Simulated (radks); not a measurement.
Q: These are the eigenvalues of the occupied orbitals of an atom or ion with whole-number occupations (eV). Calculated with a radial shooting solver on a logarithmic mesh with Libxc functionals: non-relativistic Kohn-Sham, LDA (Slater exchange, Perdew-Wang correlation), spin-polarised, spherical densities, point nucleus.

orbital  eigenvalue
1s         -15.5175

Which element is it, and in what charge state? The configuration may be excited. Open shells, if any, are filled with parallel spins first.

A: Z = 2, helium, charge 0: He in [He]. The 1s level, -0.57026 hartree, gives Z - s = 1.1 by -(Z - s)^2/2, which with screening narrows Z to a few neighbours, and with so few levels the electron count can be read from the list.
